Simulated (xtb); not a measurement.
singlet silylene (H2Si), singlet, from a rough starting geometry.

Here is a job for xtb.
```
$ xtb mol.xyz --gfn 2 --opt vtight --json

# file mol.xyz
3

Si    -0.07454825     0.02880819     0.73245784
H     -0.01660696     1.08623396    -0.29176975
H     -0.01786067    -1.03473079    -0.35579534
```

### Question
What is the computed total energy at the end of the optimisation (GFN2-xTB (xtb))?

### Answer
-2.6698 Eh

### Question
Estimate the HOMO-LUMO gap that GFN2-xTB returns for this input.

### Answer
2.17 eV

### Question
Give the dipole moment at the level GFN2-xTB.

### Answer
0.41 D
